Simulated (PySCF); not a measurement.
2-bromopropane (C3H7Br), SMILES CC(C)Br. Geometry: PBE-D3(BJ)/def2-SVP.

Method: PBE-D3(BJ)/def2-SVP (PySCF).

Harmonic wavenumbers (cm⁻¹): 246, 261, 279, 295, 396, 530, 880, 903, 916, 1013, 1124, 1131, 1196, 1296, 1341, 1347, 1399, 1406, 1411, 1428, 2965, 2969, 3029, 3054, 3059, 3084, 3086. Rotational constants (GHz): 7.950, 2.843, 2.243; symmetry number 1.

Task: Work out the zero-point energy and the ideal-gas rigid-rotor harmonic-oscillator thermochemistry at 298.15 K and 1 atm.

Result: ZPE = ½ Σ hcν = ½ × 40045 cm⁻¹ = 239.52 kJ/mol. H − E(el) = 256.44 kJ/mol. Entropy in J/(mol K): translation 168.76, rotation 109.84, vibration 36.66, total 315.26. G − E(el) = 162.45 kJ/mol. Cp = 87.54 J/(mol K).
